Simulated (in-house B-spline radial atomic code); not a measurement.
How numerical settings move a run on Nb²⁺, [Kr] 4d3. Computed with a B-spline radial code for spherical atoms: scalar-relativistic (X2C) LDA VWN5, spin-polarised, spherical fractional occupations, Fermi nucleus of rms radius 4.324 fm.

Command:
```bash
python run_scf.py task.json out
```
Settings of the sound reference run:
```
Z                41
electrons        39
configuration    [Kr] 4d3
hamiltonian      x2c
method           lda,vwn
spin_polarised   True
nucleus          fermi
rms_radius       4.324
mass_number      93
atomic_mass      92.90637
speed_of_light   137.036
knot_spacing     0.22
spline_order     8
gauss_points     12
box_radius       22.22
max_iterations   70
damping          0.5
damped_steps     3
diis_vectors     10
tolerance        1e-08
start            Thomas-Fermi
```

Run time, properties included: 0.37 s on 1 thread of Arm Neoverse N1, on a shared host.

It converges in 10 iterations to -3813.995018 hartree, with 4d up at -20.0968 eV. The other runs change the listed settings, some to values that make no sense; their results aren't properties of the atom or ion. Radii are in bohr (the nuclear one in fm), a minus after a letter asks for a j subshell, and «unchanged» means within 1e-8 hartree. The run stops when the residual is below 10 × tolerance × max(1, Z/10), or a noise floor if that is larger, and the energy moves by less than 1e-8 × √|E| hartree; so very loose and very tight tolerances often act alike.

| changed settings | outcome |
| --- | --- |
| box_radius = 3.33 | converged in 9 iterations, energy +2.95e-01 hartree from the reference, 4d up level +5.2e+00 eV (the program warns: 4d up reaches the box edge; 4s up reaches the box edge) |
| box_radius = 1.33 | converged in 8 iterations, energy +4.64e+01 hartree from the reference, 4d up level +2.0e+02 eV (the program warns: 4d up has a positive eigenvalue: unbound, held by the box; 4s up has a positive eigenvalue: unbound, held by the box) |
| box_radius = 6.67 | converged in 10 iterations, energy +5.23e-04 hartree from the reference, 4d up level +2.9e-02 eV (the program warns: 4d up reaches the box edge; 4p up reaches the box edge) |
| diis_vectors = 0 | converged in 19 iterations, energy unchanged, 4d up level +7.5e-06 eV |
| diis_vectors = 1 | not converged after 70 iterations, last residual 4.3e-05, last energy +4.82e-08 hartree from the reference |
| box_radius = 4.44 | converged in 10 iterations, energy +3.58e-02 hartree from the reference, 4d up level +1.0e+00 eV (the program warns: 4d up reaches the box edge; 4s up reaches the box edge) |
| diis_vectors = 20 | converged in 10 iterations, energy unchanged |
| box_radius = 11.11, max_iterations = 5, damping = 0, tolerance = 1e-10 | not converged after 5 iterations, last residual 2.3e-01, last energy +1.43e+00 hartree from the reference |
| spline_order = 10, first_knot = 0.0244, max_iterations = 100 | converged in 10 iterations, energy +2.75e-01 hartree from the reference, 4d up level -2.4e-04 eV |
| box_radius = 3.33, max_iterations = 3, tolerance = 1e-10, start = bare nucleus | not converged after 3 iterations, last residual 5.1e-01, last energy +4.00e+00 hartree from the reference |
| hamiltonian = dirac, method = hf, spin_polarised = False, speed_of_light = 20.50059 | stopped with error: Z/c is past the critical charge |
| box_radius = 11.11 | converged in 10 iterations, energy +6.58e-07 hartree from the reference, 4d up level +6.7e-06 eV |
| gauss_points = 6, max_iterations = 60, damped_steps = 1, start = bare nucleus | converged in 11 iterations, energy +5.24e-08 hartree from the reference, 4d up level +5.8e-06 eV |
| box_radius = 44.44 | converged in 10 iterations, energy +1.19e-07 hartree from the reference, 4d up level -4.6e-07 eV |
| max_iterations = 75, damping = 0, damped_steps = 1 | converged in 9 iterations, energy unchanged, 4d up level +2.5e-05 eV |

Question: What happens with start = bare nucleus?

Answer: Converged in 11 iterations, energy unchanged, 4d up level +2.2e-05 eV.

Question: What happens with electrons = 47, configuration = [Kr] 4d11, max_iterations = 100?

Answer: Stopped with error: shell 4d holds at most 5 electrons (per spin).

Question: What happens with electrons = 40, configuration = [Kr] 4d3 5s-1, max_iterations = 100?

Answer: Stopped with error: j subshells need the Dirac Hamiltonian and l > 0.

Question: What happens with diis_vectors = 2?

Answer: Converged in 13 iterations, energy unchanged, 4d up level -4.7e-06 eV.
